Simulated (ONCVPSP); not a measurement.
## Cutoff test, Ge (Z = 32), ONCV

germanium, optimised norm-conserving Vanderbilt (ONCV), made with ONCVPSP 4.0.1 (PBE, scalar-relativistic). Core [Ar], reference 3d10 4s2 (charge +2). Waves: 4s: rc 1.75 bohr, ncon 4, nbas 7, qcut 3.7 1/bohr, 2 projectors, debl 0.9 Ha; p scattering state at 0.44 Ha: rc 1.40 bohr, ncon 4, nbas 7, qcut 5.2 1/bohr, 2 projectors, debl 2 Ha; 3d: rc 0.65 bohr, ncon 4, nbas 8, qcut 13 1/bohr, 2 projectors, debl 2.7 Ha. Local part: polynomial inside 0.55 bohr (lpopt 3, dvloc0 -1 Ha). Core correction: Teter function fitted to the true core (icmod 2), fcfact 0.45.

In the s channel the program set the typed energies aside and used -1.075, 0.250 Ha. In the p channel the program set the typed energies aside and used 0.050, 2.050 Ha.

For each optimised wave give the share of its norm inside rc, the residual kinetic energy above qcut (Ha) and the cutoffs (Ha) for errors of 10, 1, 0.1 and 0.01 mHa per electron.

| wave | norm inside rc | residual KE | 10 mHa | 1 mHa | 0.1 mHa | 0.01 mHa |
| --- | --- | --- | --- | --- | --- | --- |
| 4s | 0.431 | 4.7e-03 | 5.9 | 16.4 | 36.0 | 42.4 |
| s projector 2 | 0.068 | 3.2e-03 | 5.4 | 8.8 | 28.4 | 53.6 |
| p projector 1 | 0.064 | 1.4e-03 | 2.9 | 28.2 | 70.7 | 93.7 |
| p projector 2 | 0.068 | 2.0e-02 | 18.0 | 58.4 | 101.3 | 131.4 |
| 3d | 0.500 | 2.1e-01 | 491.1 | 578.4 | 767.6 | not reached |
| d projector 2 | 0.026 | 1.8e-02 | 92.3 | 281.0 | 706.3 | 876.4 |

The occupied waves need 578 Ha and 768 Ha for 1 and 0.1 mHa. Note: ghosts flagged at negative energy: s at -345.6 eV, p at -904.2 eV, p at -90.1 eV; GHOST(+) flags only above 600 eV. A true bound ghost makes a file unfit for plane-wave use.
